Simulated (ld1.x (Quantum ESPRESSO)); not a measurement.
**Configuration tests for Ni (ultrasoft)**

ld1.x (Quantum ESPRESSO) 7.5 input, shortened:

```
&input
   title='Ni', zed=28., rel=1, dft='PZ', iswitch=3,
   config='[Ar] 3d8 4s2 4p0'
 /
 &inputp
   pseudotype=3, tm=.true., lloc=-1, rcloc=1.24,
   nlcc=.true., rcore=0.50
 /
6
3S  1  0   2.00   0.00  1.40  1.56  0.0
4S  2  0   2.00   0.00  1.40  1.56  0.0
3P  2  1   6.00   0.00  1.14  1.20  0.0
4P  3  1   0.00   0.00  1.14  1.20  0.0
3D  3  2   8.00   0.00  0.62  0.78  0.0
3D  3  2   0.00  -0.15  0.62  0.78  0.0
 &test
   configts(1)='3s2 3p6 3d8 4s2 4p0'
 /
```

Energies are relative to the spin-unpolarised reference configuration 3s2 3p6 3d8 4s2 4p0; without spin polarisation the order of configurations can differ from experiment. Spin-polarised rows fill each open shell by Hund’s rule, majority spin first.

Its overlap operator is not positive definite in a basis up to 400 Ry (lowest eigenvalue s -0.16), so the file is unfit for use: the generalised eigenproblem breaks down once the basis is large enough, and its test numbers describe a broken file.

```csv
valence configuration,charge,ΔE all-electron (eV),error AE − PS (meV)
3s2 3p6 3d8 4s1 4p0,+1,9.601,+1696
3s2 3p6 3d8 4s0 4p0,+2,27.260,+4822
3s2 3p6 3d7 4s0 4p0,+3,65.058,+4837
3s2 3p6 3d7 4s2 4p0,+1,16.406,-2987
3s2 3p6 3d8 4s1 4p1,0,4.680,+1398
3s2 3p6 3d6 4s0 4p0,+4,122.925,+4785
3s2 3p6 3d9 4s0 4p0,+1,6.563,+4798
3s2 3p6 3d8 4s2 4p0 (spin-polarised),0,-0.912,+74
3s2 3p6 3d8 4s1 4p0 (spin-polarised),+1,8.231,+1667
```

Levels in the configuration 3s2 3p6 3d8 4s2 4p0 (spin-polarised):

```csv
level,all-electron (eV),pseudo (eV)
3s up,-111.443,-114.299
3p up,-72.177,-75.021
3d up,-9.959,-12.666
4s up,-6.021,-4.857
3s down,-109.317,-111.939
3p down,-70.109,-72.745
3d down,-8.135,-10.695
4s down,-5.697,-4.698
```

These tests converged, but a pseudo level misses the all-electron one widely, so the file describes the atom poorly there or has found another state: 3s2 3p6 3d8 4s1 4p0: 4s by 2.4 eV; 3s2 3p6 3d8 4s0 4p0: empty 4s by 4.1 eV; 3s2 3p6 3d7 4s0 4p0: empty 4s by 5.9 eV; 3s2 3p6 3d7 4s2 4p0: 3d by 3.3 eV; 3s2 3p6 3d8 4s1 4p1: 3d by 2.1 eV; 3s2 3p6 3d6 4s0 4p0: empty 4s by 8.1 eV; 3s2 3p6 3d9 4s0 4p0: empty 4s by 2.6 eV.

A Bessel basis up to 400 Ry misses an occupied level by 1.32 Ry, so cutoffs and ghosts were not judged.  The potential misses its own reference levels by up to 2.8 eV, so it is not fit for use.
